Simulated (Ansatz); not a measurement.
Level of theory: B3LYP-D3(BJ)/def2-TZVP run with Ansatz (an electronic-structure program). No frequencies were computed at this level.

Ansatz 0.2 input:
```yaml
crystal:
  periodic: [false, false, false]
  atoms:
    - { symbol: C, position_ang: [-0.809524, -0.137354, 0.038426] }
    - { symbol: Si, position_ang: [1.020548, 0.259697, 0.318817] }
    - { symbol: H, position_ang: [-0.991126, -0.415888, -0.999221] }
    - { symbol: H, position_ang: [-1.137573, -0.964133, 0.662227] }
    - { symbol: H, position_ang: [-1.441308, 0.717731, 0.263697] }
    - { symbol: H, position_ang: [1.468858, 1.435478, -0.417384] }
    - { symbol: H, position_ang: [1.890125, -0.895532, 0.133439] }
basis:
  gaussian: { orbitals: def2-tzvp }
hamiltonian:
  xc: b3lyp
  dispersion: d3bj
relax:
  max_steps: 150
magnetization:
  spin_polarized: true
  initial_magnetization: 1
```

Output:

```
Functional definition: B3LYP
661 factors; their error is unknown
mean field evaluation 1: about -8989.8954 eV, gradient 3.7e1 eV
mean field evaluation 2: about -8985.2212 eV, gradient 4.4e1 eV
mean field evaluation 4: about -8996.1841 eV, gradient 6.6e-1 eV
mean field evaluation 8: about -8996.2063 eV, gradient 1.4e-2 eV
mean field -8996.20634662 eV, -330.6044853907 hartree, gradient 5.7e-5 eV, S^2 0.751930; 0 other end points of the search recorded, 0 dependent functions left out
reference -8996.20657746 eV, -330.6044938737 hartree; 13, 12 occupied and 85, 86 virtual orbitals, 661 factors
relax step   1: F+E_penalty+E_count = -8996.39122350 eV  Δ(F+E_penalty+E_count) = +0.000e0 eV  max|allowed force component| = 7.190e-1 eV/Å  Δτ_max = 0.0000 Å  (25 SCF iters, accepted)
these checks for a lower state are left out or cut short: starts, cluster_reference, orbital_swaps, neighbouring_geometries, increment
661 factors; their error is unknown
mean field evaluation 16: about -8996.2154 eV, gradient 2.2e-2 eV
mean field -8996.23469473 eV, -330.6055271644 hartree, gradient 2.6e-5 eV, S^2 0.751718; 0 other end points of the search recorded, 0 dependent functions left out
reference -8996.23492761 eV, -330.6055357227 hartree; 13, 12 occupied and 85, 86 virtual orbitals, 661 factors
relax step   2: F+E_penalty+E_count = -8996.42021052 eV  Δ(F+E_penalty+E_count) = -2.899e-2 eV  max|allowed force component| = 2.304e-1 eV/Å  Δτ_max = 0.0593 Å  (29 SCF iters, accepted)
these checks for a lower state are left out or cut short: starts, cluster_reference, orbital_swaps, neighbouring_geometries, increment
661 factors; their error is unknown
mean field -8996.23718622 eV, -330.6056187249 hartree, gradient 2.2e-5 eV, S^2 0.751731; 0 other end points of the search recorded, 0 dependent functions left out
reference -8996.23741911 eV, -330.6056272834 hartree; 13, 12 occupied and 85, 86 virtual orbitals, 661 factors
relax step   3: F+E_penalty+E_count = -8996.42259570 eV  Δ(F+E_penalty+E_count) = -2.385e-3 eV  max|allowed force component| = 3.520e-2 eV/Å  Δτ_max = 0.0114 Å  (30 SCF iters, accepted)
these checks for a lower state are left out or cut short: starts, cluster_reference, orbital_swaps, neighbouring_geometries, increment
661 factors; their error is unknown
mean field evaluation 32: about -8996.2372 eV, gradient 3.3e-4 eV
mean field -8996.23721477 eV, -330.6056197742 hartree, gradient 1.2e-5 eV, S^2 0.751724; 0 other end points of the search recorded, 0 dependent functions left out
reference -8996.23744767 eV, -330.6056283333 hartree; 13, 12 occupied and 85, 86 virtual orbitals, 661 factors
relax step   4: F+E_penalty+E_count = -8996.42271112 eV  Δ(F+E_penalty+E_count) = -1.154e-4 eV  max|allowed force component| = 1.302e-2 eV/Å  Δτ_max = 0.0034 Å  (24 SCF iters, accepted)
these checks for a lower state are left out or cut short: starts, cluster_reference, orbital_swaps, neighbouring_geometries, increment
661 factors; their error is unknown
mean field -8996.23720358 eV, -330.6056193631 hartree, gradient 2.0e-5 eV, S^2 0.751724; 0 other end points of the search recorded, 0 dependent functions left out
reference -8996.23743648 eV, -330.6056279220 hartree; 13, 12 occupied and 85, 86 virtual orbitals, 661 factors
relax step   5: F+E_penalty+E_count = -8996.42271445 eV  Δ(F+E_penalty+E_count) = -3.331e-6 eV  max|allowed force component| = 2.675e-2 eV/Å  Δτ_max = 0.0014 Å  (22 SCF iters, accepted)
these checks for a lower state are left out or cut short: starts, cluster_reference, orbital_swaps, neighbouring_geometries, increment
661 factors; their error is unknown
mean field -8996.23720374 eV, -330.6056193688 hartree, gradient 9.0e-6 eV, S^2 0.751723; 0 other end points of the search recorded, 0 dependent functions left out
reference -8996.23743664 eV, -330.6056279278 hartree; 13, 12 occupied and 85, 86 virtual orbitals, 661 factors
relax step   6: F+E_penalty+E_count = -8996.42272329 eV  Δ(F+E_penalty+E_count) = -8.847e-6 eV  max|allowed force component| = 8.558e-4 eV/Å  Δτ_max = 0.0004 Å  (23 SCF iters, accepted)
661 factors; their error is unknown
mean field -8996.23720374 eV, -330.6056193688 hartree, gradient 9.1e-6 eV, S^2 0.751723; 1 other end points of the search recorded, 0 dependent functions left out
reference -8996.23743664 eV, -330.6056279278 hartree; 13, 12 occupied and 85, 86 virtual orbitals, 661 factors
Total energy: -8996.42295620 eV, -330.6124456457 hartree
Atom 0 at    -0.806585    -0.134996     0.045458 Å, force    -0.000605    -0.000071     0.000189 eV/Å
Atom 1 at     1.002187     0.269196     0.372541 Å, force     0.000856     0.000263     0.000182 eV/Å
Atom 2 at    -0.952792    -0.409686    -1.003157 Å, force     0.000099    -0.000044    -0.000350 eV/Å
Atom 3 at    -1.137672    -0.970643     0.663564 Å, force     0.000130    -0.000134     0.000010 eV/Å
Atom 4 at    -1.443704     0.723474     0.262459 Å, force     0.000125     0.000122    -0.000033 eV/Å
Atom 5 at     1.459130     1.424298    -0.445479 Å, force    -0.000342     0.000230    -0.000083 eV/Å
Atom 6 at     1.879435    -0.901644     0.104616 Å, force    -0.000262    -0.000367     0.000084 eV/Å
Dipole moment:    -0.175359    -0.037115    -0.022928 e Å
```

Cost: around 19 core-seconds (rough).
